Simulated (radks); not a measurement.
Values are calculated unless marked as measured or tabulated.
Nd II, 59 electrons, occupied as [Xe] 4f4 6s1 (the NIST ground configuration). Code: a radial shooting solver on a logarithmic mesh with Libxc functionals. Model: scalar-relativistic Kohn-Sham, r2SCAN, spin-polarised, spherical densities, finite nucleus; open shells are filled with parallel spins first (spin-orbit coupling, left out, can overturn this in heavy ions); meta-GGA in the generalised Kohn-Sham scheme; Fermi nuclear charge, rms radius 4.9123 fm; hard spherical wall at 10 bohr.

Normalised radial functions P(r) = r R(r), r in bohr:

r	4d down	5d up	6p up
0.001519	0.0000	0.0000	0.0005
0.002359	0.0001	0.0000	0.0011
0.003693	0.0002	0.0001	0.0024
0.00578	0.0008	0.0002	0.0052
0.009046	0.0027	0.0006	0.0107
0.01416	0.0090	0.0021	0.0213
0.02216	0.0285	0.0068	0.0386
0.03469	0.0837	0.0199	0.0599
0.05429	0.2173	0.0515	0.0688
0.08497	0.4635	0.1095	0.0329
0.133	0.7197	0.1680	-0.0554
0.2065	0.6026	0.1330	-0.0977
0.3232	-0.2364	-0.0740	0.0278
0.5059	-1.1951	-0.2670	0.1508
0.7918	-1.1536	-0.0955	-0.0315
1.239	-0.4608	0.3487	-0.2553
1.94	-0.0749	0.6150	-0.0694
3.036	-0.0037	0.5359	0.3770
4.752	0.0000	0.2874	0.5270
7.438	0.0000	0.0668	0.2234

4d down: eigenvalue -121.97 eV, 1 radial node at r = 0.293 bohr, <r> = 0.708 bohr, 90 % of the charge inside 1.06 bohr. 5d up (empty): eigenvalue -7.486 eV, 2 radial nodes at r = 0.284, 0.880 bohr, <r> = 2.86 bohr, 90 % of the charge inside 4.54 bohr. 6p up (empty): eigenvalue -5.342 eV, 4 radial nodes at r = 0.102, 0.302, 0.755, 2.09 bohr, <r> = 4.67 bohr, 90 % of the charge inside 6.61 bohr.
